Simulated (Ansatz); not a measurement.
A structure relaxed at r2SCAN-D4/def2-TZVPD in Ansatz, charge -1, doublet:

Cartesian coordinates in Å:
```
Li 0.288 -0.516 -1.510
Li -0.304 0.528 1.502
I -0.747 1.329 3.852
I 0.764 -1.341 -3.845
```

(1) Give its formula and point group.

(2) Summarise the bond lengths by kind (pairs closer than 1.2 times the sum of covalent radii, bridged metal pairs left out).

Answers

(1) the cluster Li2I2⁻. Point group D∞h (tolerance 0.1 Å).

(2) 2 × I–Li 2.52 Å.

In the def2 sets I takes a core potential; there is no spin–orbit coupling. Another isomer (doublet) lies 0.14 eV lower at PBE0-D4/def2-TZVPD; other spin states weren't run for this one.
